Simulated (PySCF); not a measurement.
Telling isomers of C$_{8}$H$_{9}$P apart by NMR

Computed data (PySCF 2.14): σ from GIAO-PBE0/pcSseg-1, coordinates at the GFN2-xTB level. Equivalent nuclei averaged, no solvent model, one computed conformer, relativity neglected.

Scale: ¹H (31.72 ppm) and ¹³C (186.93 ppm) against TMS (reference shieldings calculated alike). Splittings of carbon signals by F and P are missing where no couplings were computed. Where no couplings were computed, multiplicities follow the n + 1 count of equivalent neighbours, and m marks all less simple cases (inequivalent or close neighbours, rings, F or P nearby). Shifts are as computed. Against solution values, carbons near 30 ppm lie about +3 ppm off and those near 130 ppm about +5 ppm. Of 1211 compounds with measured shifts, 218 miss one by over three times the rms of a fit or turn the order of signals round; such compounds aren't used in these exercises.

(1) Tabulate the signals of `c1ccc(P2CC2)cc1`, `C=Pc1ccccc1C`, `c1cpcc(C2CC2)c1`, `C=Cc1cccpc1C` and their relative energies.

(2) What is the quickest way to tell c1ccc(P2CC2)cc1 from c1cpcc(C2CC2)c1?

(3) What is the quickest way to tell C=Pc1ccccc1C from c1cpcc(C2CC2)c1?

(4) What is the quickest way to tell c1ccc(P2CC2)cc1 from C=Pc1ccccc1C?

Results:

(1) 
```tsv
SMILES	carbon types	δC	δH	E rel. (kcal/mol)
c1ccc(P2CC2)cc1	1×C 5×CH 2×CH2	153.0, 138.9, 133.4, 133.1, 11.5	7.84 (m, 2H), 7.48 (m, 2H), 7.47 (m, 1H), 1.10 (m, 4H)	0.0
C=Pc1ccccc1C	2×C 4×CH 1×CH2 1×CH3	182.1, 154.9, 145.9, 137.0, 135.9, 133.8, 132.0, 24.0	8.28 (m, 1H), 8.23 (m, 1H), 7.78 (m, 1H), 7.61 (m, 1H), 7.51 (m, 1H), 7.45 (m, 1H), 2.71 (s, 3H)	4.6
c1cpcc(C2CC2)c1	1×C 5×CH 2×CH2	163.9, 161.8, 155.3, 139.1, 126.1, 22.3, 15.1	9.15 (m, 1H), 8.98 (m, 1H), 8.10 (m, 1H), 6.83 (m, 1H), 1.85 (m, 1H), 1.13 (m, 2H), 0.72 (m, 2H)	9.1
C=Cc1cccpc1C	2×C 4×CH 1×CH2 1×CH3	176.3, 165.5, 148.6, 147.6, 137.3, 134.6, 124.7, 26.7	9.03 (m, 1H), 8.07 (m, 1H), 7.78 (m, 1H), 7.45 (m, 1H), 5.89 (m, 1H), 5.73 (m, 1H), 2.86 (m, 3H)	6.2
```

Energies are electronic energies at PBE0/pcSseg-1 on these geometries, without zero-point or thermal terms, each for the one conformer computed, which needn't be the lowest.

(2) Count the carbon signals: 5 against 7. The first has an aromatic CH at 133.1 ppm, the second a three-membered-ring carbon (CH) at 22.3 ppm. Their most deshielded carbons lie at 153.0 and 163.9 ppm. In the proton spectra the most deshielded non-exchanging signals are 7.84 (m, 2H) and 9.15 (m, 1H).

(3) Count the carbon signals: 8 against 7. The first has a carbon double-bonded to a heavier main-group atom (CH2) at 182.1 ppm, the second a three-membered-ring carbon (CH) at 22.3 ppm. Their most deshielded carbons lie at 182.1 and 163.9 ppm. In the proton spectra the most deshielded non-exchanging signals are 8.28 (m, 1H) and 9.15 (m, 1H).

(4) Count the carbon signals: 5 against 8. The first has a three-membered-ring carbon (CH2) at 11.5 ppm, the second a carbon double-bonded to a heavier main-group atom (CH2) at 182.1 ppm. Their most deshielded carbons lie at 153.0 and 182.1 ppm. In the proton spectra the most deshielded non-exchanging signals are 7.84 (m, 2H) and 8.28 (m, 1H).
